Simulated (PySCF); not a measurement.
**SMILES C1=CCCCCCC=1, C$_{8}$H$_{12}$**

Molfile (atoms numbered from 1):
```
C8H12
     RDKit          3D

 20 20  0  0  0  0  0  0  0  0999 V2000
    0.2720    1.6454    0.2069 C   0  0  0  0  0  0  0  0  0  0  0  0
   -0.9233    1.8951   -0.2699 C   0  0  0  0  0  0  0  0  0  0  0  0
   -2.0032    0.8511   -0.1079 C   0  0  0  0  0  0  0  0  0  0  0  0
   -1.4782   -0.5157    0.3335 C   0  0  0  0  0  0  0  0  0  0  0  0
   -0.4774   -1.1916   -0.6335 C   0  0  0  0  0  0  0  0  0  0  0  0
    0.9793   -1.3585   -0.1709 C   0  0  0  0  0  0  0  0  0  0  0  0
    1.8784   -0.1171   -0.2664 C   0  0  0  0  0  0  0  0  0  0  0  0
    1.3434    0.9997    0.5978 C   0  0  0  0  0  0  0  0  0  0  0  0
   -1.1458    2.8056   -0.8382 H   0  0  0  0  0  0  0  0  0  0  0  0
   -2.5139    0.7511   -1.0833 H   0  0  0  0  0  0  0  0  0  0  0  0
   -2.7811    1.1983    0.5961 H   0  0  0  0  0  0  0  0  0  0  0  0
   -1.0241   -0.4213    1.3338 H   0  0  0  0  0  0  0  0  0  0  0  0
   -2.3516   -1.1741    0.4666 H   0  0  0  0  0  0  0  0  0  0  0  0
   -0.8525   -2.2041   -0.8531 H   0  0  0  0  0  0  0  0  0  0  0  0
   -0.4864   -0.6639   -1.6039 H   0  0  0  0  0  0  0  0  0  0  0  0
    0.9855   -1.7335    0.8682 H   0  0  0  0  0  0  0  0  0  0  0  0
    1.4427   -2.1547   -0.7786 H   0  0  0  0  0  0  0  0  0  0  0  0
    1.9265    0.2123   -1.3171 H   0  0  0  0  0  0  0  0  0  0  0  0
    2.9047   -0.3827    0.0326 H   0  0  0  0  0  0  0  0  0  0  0  0
    1.7551    1.1453    1.6040 H   0  0  0  0  0  0  0  0  0  0  0  0
  1  2  2  0
  2  3  1  0
  3  4  1  0
  4  5  1  0
  5  6  1  0
  6  7  1  0
  7  8  1  0
  8  1  2  0
  2  9  1  0
  3 10  1  0
  3 11  1  0
  4 12  1  0
  4 13  1  0
  5 14  1  0
  5 15  1  0
  6 16  1  0
  6 17  1  0
  7 18  1  0
  7 19  1  0
  8 20  1  0
M  END
```

Computed with quadratic response CAM-B3LYP/aug-cc-pVDZ first hyperpolarisability, Taylor convention, gas phase in PySCF 2.14.0. Geometry: PBE0-D3(BJ)/def2-SVP.

(1) Give the tensor of the static β(0;0,0) in the axes of these coordinates.

Results:

(1) In au, Taylor convention; rows are the first index (the induced dipole):
|  | xx | yy | zz | xy | xz | yz |
| --- | --- | --- | --- | --- | --- | --- |
| x | -41.2 | -1.8 | -12.7 | -23.0 | -25.8 | -16.6 |
| y | -23.0 | -76.7 | -6.4 | -1.8 | -16.6 | +1.9 |
| z | -25.8 | +1.9 | +4.9 | -16.6 | -12.7 | -6.4 |

Norm of βᵢ = ⅓ Σⱼ (βᵢⱼⱼ + βⱼᵢⱼ + βⱼⱼᵢ): 121.3 au, hyper-Rayleigh value 49.0 au.
